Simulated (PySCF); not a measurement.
Electron correlation in Si⁺ (silicon, charge +1)

[Ne] 3s1 3p1 3d1, one real determinant (an excited configuration). Computed with PySCF 2.14 in x2c-TZVPPall with one added diffuse shell each of s, p, d type (6s6p4d1f, 51 functions), with scalar relativity by spin-free X2C-1e. Frozen: [Ne]; 3 electrons correlated.

MP2 pair energies summed by pair of shells (mhartree):

```
 pair  energy  share (%)
3p-3d   -4.44       43.3
3s-3d   -3.15       30.7
3s-3p   -2.66       25.9
```

Total MP2 correlation energy: -10.25 mhartree.

Same-spin part -10.25 and opposite-spin part 0.00 mhartree; SCS-MP2 scales them by 1/3 and 6/5 to -3.42 mhartree.

The reference is one real determinant that mixes LS terms of this configuration.
